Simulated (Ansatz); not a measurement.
System: C₄H₄N, charge 0, multiplicity 2. It need not be the lowest isomer of its formula. SMILES: [CH]=CCC#N
Geometry from a B3LYP-D3(BJ)/def2-TZVP (Ansatz, an electronic-structure program) optimisation:
```xyz
9

C     -2.2508    -0.0276    -0.1157
C     -1.1103     0.1275     0.4918
C      0.1292    -0.7127     0.2056
C      1.2705     0.1134    -0.1776
N      2.1594     0.7800    -0.4729
H     -2.6905    -0.6386    -0.8876
H     -0.9896     0.8868     1.2610
H     -0.0702    -1.4333    -0.5884
H      0.4032    -1.2786     1.1008
```
Charge 0, spin multiplicity 2.

Parts of the frozen-core correlation energy in cc-pwCVTZ (Ansatz, hartree). Frozen orbitals: 5; correlated occupied orbitals by spin: 13 and 12; virtual: 253 and 254. Open shells are spin-unrestricted. No spin-orbit coupling. No relativistic terms.

```json
[
 {"term": "reference (HF)", "value": "-208.23091"},
 {"term": "MP2 opposite-spin", "value": "-0.59526"},
 {"term": "MP2 same-spin", "value": "[?]"},
 {"term": "CCSD correlation", "value": "[?]"},
 {"term": "(T)", "value": "[?]"},
 {"term": "T1 diagnostic", "value": "0.029"},
 {"term": "largest doubles amplitude", "value": "0.084"},
 {"term": "<S^2> of the reference", "value": "0.932"}
]
```

**Question.** What belongs in the gaps?

**Answer.** 
- MP2 same-spin, value: -0.19412
- CCSD correlation, value: -0.82374
- (T), value: -0.04128
